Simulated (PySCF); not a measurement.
A structure optimised at PBE-D3(BJ)/def2-SVP, used in a PySCF frequency run:

```
N
B 1 1.4024
C 1 1.4538 2 125.13
H 3 1.1048 1 110.02 2 0.00
H 3 1.1127 4 108.82 1 121.58
H 3 1.1127 4 108.82 5 116.84
C 1 1.4549 2 120.91 3 180.00
H 7 1.1052 1 110.09 2 0.00
H 7 1.1131 8 108.58 1 121.77
H 7 1.1131 8 108.58 9 116.46
H 2 1.2125 1 120.29 3 180.00
Cl 2 1.7829 11 118.13 1 180.00
```
Charge 0, spin multiplicity 1.

Question: Write its SMILES, formula and point group.

Answer: CN(C)BCl, C₂H₇BClN, Cs

Question: What are its rotational constants (standard atomic weights)?

Answer: 8.8370, 2.1514, 1.7695 GHz
